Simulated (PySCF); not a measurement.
Computed shifts of a molecule C₃H₇NOSi, PBE0/pcSseg-1 in PySCF, GIAO, gas phase, equivalent atoms averaged, in ppm (number of nuclei): ¹³C: 171.1 (1), 64.4 (1), 22.4 (1). ¹⁵N: 241.4 (1). ²⁹Si: 1.3 (1). ¹H: 7.39 (1), 5.27 (1), 5.06 (1), 4.01 (1), 1.70 (3). References: ¹³C against TMS (σ = 186.3 ppm); ¹⁷O against H2O (σ = 334.2 ppm); ¹⁵N against NH3 (σ = 267.4 ppm); ²⁹Si against TMS (σ = 352.7 ppm); ¹H against TMS (σ = 31.56 ppm), references at their B3LYP-D3(BJ)/def2-TZVP geometries, non-relativistic. The structure is a stationary point at B3LYP-D3(BJ)/def2-SVP. One conformer was computed; it need not be the lowest.

Problem. Which molecule gave these data?
A. C[C@H]1OC=N[SiH2]1
B. C/N=C1/OC[SiH2]1
C. C[Si@H]1C=NCO1
D. C[C@@H]1N=C[Si@@H]1O

Solution. A, C[C@H]1OC=N[SiH2]1
